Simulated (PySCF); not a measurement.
B₂H₄O, SMILES BOB.

Geometry optimised at B3LYP-D3(BJ)/def2-TZVP.

Computed with HF/def2-TZVPD run with PySCF.

```
Item                                                                                                            Value
---------------------------------------------------------------------------------------------  ----------------------
total energy                                                                                       -126.67105 hartree
point group                                                                                                       D2d
highest occupied level                                                                                      -12.34 eV
lowest empty level                                                                                            1.31 eV
orbital gap                                                                                                  13.66 eV
dipole moment                                                                                               0.000 e·Å
quadrupole, principal values (traceless, Buckingham form, about the centre of nuclear charge)   -1.56, 0.78, 0.78 D·Å
mean static polarisability                                                                       32.0 bohr³ (4.74 Å³)
polarisability, principal values                                                               27.6, 27.6, 40.7 bohr³
```
